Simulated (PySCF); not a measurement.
**Cu₂⁻ at ROHF-MP2**

Level: ROHF-MP2. Cu def2-TZVPPD; no relativity (PySCF 2.14).

```json
{
  "state": "doublet, unpaired electrons σ ↑",
  "bond length": "2.353 Å",
  "harmonic wavenumber": "210 cm⁻¹",
  "force constant": "0.818 mdyn/Å",
  "rotational constant Be": "0.09676 cm⁻¹",
  "anharmonicity ωexe": "1.23 cm⁻¹",
  "vibration–rotation constant αe": "0.000701 cm⁻¹"
}
```

Correlated steps freeze 10 core orbitals. With d or f electrons several states lie close, and the lowest PBE0 determinant need not be the measured ground state.
